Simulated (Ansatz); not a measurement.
`[F][Sn]([F])([Cl])[Cl]`, relaxed with RKS PBE-D4/def2-SVP in the Gaussian-basis code of Ansatz from a rough embedded geometry. The force threshold is 0.03 eV/Å; the program also tests the step.

The species carries charge 0 and has multiplicity 1. Sn: def2 effective core potential.

Start:

```xyz
5

F    -0.705   -1.777    0.648
Sn   -0.068   -0.032    0.037
F    -1.517    1.220    0.198
Cl    1.664    0.724    1.328
Cl    0.627   -0.135   -2.211
```

Problem. How much energy does the relaxation release, and in how many steps? (An estimate is asked.)

Solution. Ansatz gave: 0.87 kcal/mol, in 2 steps.

Problem. Which bonds change most? (Best estimate.)

Solution. Ansatz gave: Sn2–Cl4 from 2.288 to 2.328 Å; Sn2–Cl5 from 2.355 to 2.328 Å; F1–Sn2 from 1.955 to 1.936 Å; Sn2–F3 from 1.922 to 1.936 Å.

Problem. Give the relaxed structure. (An estimate is asked.)

Solution. The calculation gave: 
```xyz
5

F    -0.681   -1.732    0.628
Sn   -0.042   -0.010    0.014
F    -1.544    1.201    0.184
Cl    1.687    0.708    1.398
Cl    0.579   -0.166   -2.224
```
